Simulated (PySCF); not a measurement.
# Electronic structure of Kr (krypton, neutral) at the CAM-B3LYP level

Configuration: [Ar] 3d10 4s2 4p5 5s1, high-spin 3P determinant (an excited configuration). Computed with PySCF 2.14 in aug-cc-pVTZ-PP with one added diffuse shell each of s, d, f type with ECP10MDF (7s5p5d3f, 68 functions), with scalar relativity through the core potential.

```json
{
 "Total energy": "-463.2046 hartree",
 "One-electron energy": "-802.8639 hartree",
 "Hartree (Coulomb) energy": "372.7316 hartree",
 "Exchange-correlation energy": "-33.0724 hartree",
 "⟨S²⟩": "2.0021",
 "⟨L²⟩": "2.033",
 "Sum of ⟨r⟩": "27.48 bohr",
 "Sum of ⟨r²⟩": "63.92 bohr²",
 "Traceless quadrupole moment −½Σ⟨3z² − r²⟩ along its main axis": "0.0754 e·bohr²"
}
```

```tsv
shell	electrons	mean orbital energy (eV)	spread (eV)	rms radius, mean of both spins (bohr)
3s α	1	-267.78	0	0.571
3s β	1	-267.60	0	0.571
3p α	3	-210.62	0.753	0.587
3p β	3	-210.44	0.433	0.587
3d α	5	-95.352	0.715	0.607
3d β	5	-95.172	0.444	0.607
4s α	1	-33.222	0	1.65
4s β	1	-31.681	0	1.65
4p α	3	-17.408	1.508	2.00
4p β	2	-16.433	0	2.00
5s α	1	-3.450	0	5.67
```

Energies and moments cover only the electrons outside the core potential. The outer electron is Rydberg-like, and this basis confines it to a smaller radius and binds it less than a complete one would.
